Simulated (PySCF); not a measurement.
## From computed data to an observable: chemical shift, span and skew from a shielding tensor

C4H10OSi, SMILES CCC(=O)[SiH2]C. Atoms are numbered in the order given.

```xyz
16

C      0.1320    -2.9324     0.0000
C     -0.6840    -1.6551     0.0000
C      0.1485    -0.3933     0.0000
O      1.3607    -0.4259     0.0000
Si    -0.7204     1.3457     0.0000
C      0.6259     2.6417     0.0000
H      0.7846    -2.9805     0.8836
H     -0.5181    -3.8191     0.0000
H      0.7846    -2.9805    -0.8836
H     -1.3597    -1.5967     0.8739
H     -1.3597    -1.5967    -0.8739
H     -1.6040     1.4408     1.2066
H     -1.6040     1.4408    -1.2066
H      1.2637     2.5161    -0.8876
H      0.2146     3.6619     0.0000
H      1.2637     2.5161     0.8876
```
Charge 0, spin multiplicity 1.

Geometry: PBE0-D3(BJ)/def2-SVP. The geometry has at least one imaginary mode, so it is a saddle point at that level. This is a generated structure with no PubChem entry under its InChIKey; it may be hypothetical. Other conformers were not sampled.

GIAO shieldings from B3LYP/pcSseg-1 run with PySCF, non-relativistic, no solvent. The symmetric part of the tensor of C2 has the principal values 93.3, 129.0, 171.7 ppm. The same nucleus in TMS has σ = 181.3 ppm at this level (PySCF, at its B3LYP-D3(BJ)/def2-TZVP geometry).

Task: Work out the isotropic shielding, the ¹³C shift against TMS, the span and the skew.

Result: 
σ(iso) = (σ11 + σ22 + σ33)/3 = 131.3 ppm. δ = σ(ref) − σ(iso) = 181.3 − (131.3) = 50.0 ppm.
Span Ω = σ33 − σ11 = 78.4 ppm. Skew κ = 3(σ(iso) − σ22)/Ω = 0.09. Tumbling in solution averages the tensor to δ; in a static solid the shielding alone would spread this spin-1/2 line over Ω.
